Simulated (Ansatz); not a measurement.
The cation of Ge$_{2}$H$_{12}$Si$_{4}$, SMILES `[SiH2]1[SiH2][SiH2][GeH2][GeH2][SiH2]1` at the neutral geometry.

```yaml
crystal:
  periodic: [false, false, false]
  atoms:
    - {symbol: Si, position_ang: [0.579896, 1.944906, 0.722962]}
    - {symbol: Si, position_ang: [2.144604, 0.203938, 0.864915]}
    - {symbol: Si, position_ang: [1.240277, -1.789743, 0.028938]}
    - {symbol: Ge, position_ang: [-0.215975, -1.279741, -1.782785]}
    - {symbol: Ge, position_ang: [-2.167804, -0.145184, -0.872084]}
    - {symbol: Si, position_ang: [-1.558462, 1.074883, 1.085670]}
    - {symbol: H, position_ang: [0.618682, 2.510525, -0.656193]}
    - {symbol: H, position_ang: [0.921901, 3.032808, 1.681570]}
    - {symbol: H, position_ang: [2.543867, 0.015658, 2.288315]}
    - {symbol: H, position_ang: [3.361970, 0.560447, 0.082965]}
    - {symbol: H, position_ang: [2.320220, -2.735058, -0.369031]}
    - {symbol: H, position_ang: [0.426035, -2.434700, 1.097661]}
    - {symbol: H, position_ang: [0.498848, -0.334937, -2.768185]}
    - {symbol: H, position_ang: [-0.641046, -2.540798, -2.557608]}
    - {symbol: H, position_ang: [-2.739469, 0.823177, -1.925113]}
    - {symbol: H, position_ang: [-3.254077, -1.186880, -0.542849]}
    - {symbol: H, position_ang: [-2.560061, 2.138638, 1.373982]}
    - {symbol: H, position_ang: [-1.519416, 0.142071, 2.246872]}
basis:
  gaussian: {orbitals: def2-QZVPP}
total_charge: 1
magnetization: {spin_polarized: true, initial_magnetization: 1}
correlation: {method: mp2}
scf: {omitted_lower_state_checks: [cluster_reference]}
```

```sh
$ ansatz run in.yaml --threads 6 --pin off --events-out ev --progress --plain --backend cuda
```

It prints (some lines left out):

```
Functional definition: HF
  name "HF"
  cite "Fock, Z. Phys. 61, 126 (1930) doi:10.1007/BF01340294"
  parent pbe
  exchange = exact_x
  correlation = 0
these checks for a lower state are left out or cut short: cluster_reference
4921 factors; integrals over basis functions are off by at most 7.7e-4 eV
mean field evaluation 1: about -144578.5931 eV, gradient 1.6e1 eV
mean field evaluation 2: about -144578.5926 eV, gradient 1.6e1 eV
mean field evaluation 4: about -144582.0183 eV, gradient 3.9e0 eV
mean field evaluation 8: about -144582.4499 eV, gradient 8.7e-1 eV
mean field evaluation 16: about -144582.5478 eV, gradient 5.6e-1 eV
mean field evaluation 32: about -144582.1432 eV, gradient 4.6e0 eV
mean field evaluation 64: about -144582.5193 eV, gradient 4.3e-1 eV
mean field evaluation 96: about -144582.4290 eV, gradient 2.9e-1 eV
mean field -144582.55604256 eV, -5313.3109329878 hartree, gradient 9.9e-6 eV, S^2 0.780585; 6 other end points of the search recorded, 0 dependent functions left out
38 core orbitals not correlated: weight in the atoms' cores, before any rotation towards them, 1.000 or more for the frozen orbitals, at most 0.000 for the correlated occupied ones
reference -144582.55604256 eV, -5313.3109329878 hartree; 28, 27 occupied and 752, 753 virtual orbitals, 4921 factors
second order -42.24419150 eV of doubles, -0.00000000 eV of singles
Total energy: -144624.80023406 eV, -5314.8633783914 hartree
Checks for a lower state left out: cluster_reference
```

Run time 22 s (6 threads of an AMD EPYC 7R13 on a shared host and a share of an NVIDIA H100 80 GB); peak host memory 1.7 GiB.
